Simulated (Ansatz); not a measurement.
`[NH2][AlH][SiH](F)[SiH3]` + `[SiH3][CH2][GaH2]` → `[NH2][AlH][GaH2]` + `F[SiH]([SiH3])C[SiH3]`  (redistribution)

Isolated molecules relaxed with PBE0-D4/def2-TZVP in Ansatz; ΔE leaves out vibrations. CCSD(T)/CBS adds triple-zeta CCSD(T) − MP2 to the extrapolated MP2 energy (def2 sets, frozen cores). DFT in def2-TZVPP. B3LYP here is the variant with VWN-RPA as its local correlation; programs differ in this. For Ga outer-core shells are correlated without core-valence functions, which leaves a few kJ/mol of doubt a bond. Scalar relativity is left out up to krypton. One conformer a species, not always the lowest.

`[NH2][AlH][SiH](F)[SiH3]`:

Cartesian coordinates in Å:
```
N 0.778 1.442 -2.369
Al 1.103 0.082 -1.291
Si -0.806 -0.737 0.029
F -2.143 0.072 -0.408
Si -0.510 -0.515 2.348
H 1.456 1.893 -2.962
H -0.127 1.870 -2.485
H 2.576 -0.499 -1.209
H -1.081 -2.185 -0.220
H -1.686 -0.995 3.124
H 0.680 -1.328 2.726
H -0.240 0.901 2.717
```

`[SiH3][CH2][GaH2]`:

```xyz
10

Si   -0.288   -1.411   -0.016
C     0.763    0.114    0.223
Ga   -0.212    1.781   -0.152
H     0.464   -2.663    0.274
H    -0.783   -1.487   -1.418
H    -1.476   -1.370    0.881
H     1.627    0.041   -0.443
H     1.117    0.126    1.258
H    -0.993    2.503    1.003
H    -0.218    2.367   -1.610
```

`[NH2][AlH][GaH2]`:

Z-matrix (Å, degrees):
```
N
Al 1 1.772
H 1 1.008 2 124.1
H 1 1.007 2 125.9 3 -179.9
Ga 2 2.519 1 119.8 3 -180.0
H 2 1.592 1 115.3 3 -0.0
H 5 1.582 2 123.1 1 90.9
H 5 1.582 2 123.1 1 -90.1
```

`F[SiH]([SiH3])C[SiH3]`:

Cartesian coordinates in Å:
```
F -2.478 1.125 0.570
Si -1.283 0.297 -0.123
Si 0.086 1.807 -1.284
C -0.357 -0.641 1.188
Si 1.150 -1.567 0.561
H -1.916 -0.664 -1.066
H 1.040 1.050 -2.139
H 0.865 2.647 -0.333
H -0.737 2.692 -2.151
H -0.028 0.060 1.963
H -1.042 -1.355 1.659
H 2.192 -0.598 0.129
H 0.791 -2.420 -0.603
H 1.716 -2.432 1.628
```

```tsv
level	ΔE (kJ/mol)	difference from CCSD(T)/CBS
PBE-D4	-26.2	2.1
r2SCAN-D4	-28.9	-0.6
PBE0-D4	-29.0	-0.7
B3LYP-D4	-30.8	-2.5
ωB97X-V	-30.1	-1.8
ωB97M-V	-35.0	-6.7
B2PLYP	-28.4	-0.1
PBE	-24.3	4.0
r2SCAN	-28.2	0.1
PBE0	-27.2	1.1
B3LYP	-27.8	0.5
HF/def2-TZVPP	-33.6	-5.3
MP2/def2-TZVPP	-27.9	0.4
SCS-MP2/def2-TZVPP	-28.7	-0.4
CCSD/def2-TZVPP	-30.1	-1.8
CCSD(T)/def2-TZVPP	-29.1	-0.8
HF/def2-QZVPP	-34.1	-5.8
MP2/def2-QZVPP	-27.6	0.7
SCS-MP2/def2-QZVPP	-28.3	0.0
HF/CBS(def2)	-34.1	-5.8
MP2/CBS(def2)	-27.1	1.2
CCSD/CBS(def2)	-29.3	-1.0
CCSD(T)/CBS	-28.3	0
```

Largest T1 diagnostic among the species: 0.013.

In def2-TZVPP, CCSD(T) changes the Hartree–Fock value by +4.5 kJ/mol (the triples alone add +1.0 kJ/mol) and MP2 by +5.6 kJ/mol.
